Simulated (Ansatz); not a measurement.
H$_{2}$OSiZn, 5 atoms. The species carries charge 0 and has multiplicity 1. For Zn the d shell is correlated and the shells below it are frozen. Scalar relativity is left out up to krypton. The bonds changed during the relaxation, so this is another structure than the one it started from. All runs use 2 threads of an INTEL XEON PLATINUM 8581C on a shared host. Correlated methods freeze the cores. Open-shell runs search over several starts.

(1) How many basis functions does each run have, and how long does it take in Ansatz? RKS PBE0-D4/def2-QZVPP energy; UKS ωB97X-V/def2-TZVPP energy of the cation; UKS PBE-D4/def2-TZVPP energy of the cation; UHF-MP2 with 3s3p of Cu, Zn/def2-QZVPP energy of the cation; direct RPA on PBE orbitals with 3s3p of Cu, Zn/def2-TZVPP energy; UKS PBE0-D4/def2-TZVPP energy of the cation; RHF-CCSD(T) with 3s3p of Cu, Zn/def2-SVP energy; RHF-MP2 with 3s3p of Cu, Zn/def2-QZVPP energy; UKS B2PLYP (frozen core with 3s3p of Cu, Zn)/def2-TZVPP energy of the cation; RKS PBE0-D4/def2-SVP energy; RKS r2SCAN-D4/def2-TZVPP energy and forces; RKS PBE0-D4/def2-TZVP frequencies. (Estimate.)

Answers

(1) Ansatz gave: Other jobs shared the machine, so times are rough.

```
                                                    level                   job  functions  wall time  peak host memory (GiB)
                                     RKS PBE0-D4/def2-SVP                energy         73     0.75 s                    0.15
                 RHF-CCSD(T) with 3s3p of Cu, Zn/def2-SVP                energy         73      0.9 s                    0.18
direct RPA on PBE orbitals with 3s3p of Cu, Zn/def2-TZVPP                energy        165      2.2 s                    0.29
                                 RKS r2SCAN-D4/def2-TZVPP     energy and forces        165      2.2 s                    0.23
                                   RKS PBE0-D4/def2-QZVPP                energy        287      3.5 s                    0.74
                                   UKS PBE0-D4/def2-TZVPP  energy of the cation        165      7.5 s                    0.71
  UKS B2PLYP (frozen core with 3s3p of Cu, Zn)/def2-TZVPP  energy of the cation        165        8 s                    0.51
                                    UKS PBE-D4/def2-TZVPP  energy of the cation        165      9.5 s                    0.38
                   RHF-MP2 with 3s3p of Cu, Zn/def2-QZVPP                energy        287       10 s                    0.91
                                   UKS ωB97X-V/def2-TZVPP  energy of the cation        165       18 s                    0.85
                                    RKS PBE0-D4/def2-TZVP           frequencies        128       18 s                    0.29
                   UHF-MP2 with 3s3p of Cu, Zn/def2-QZVPP  energy of the cation        287       66 s                     1.1
```
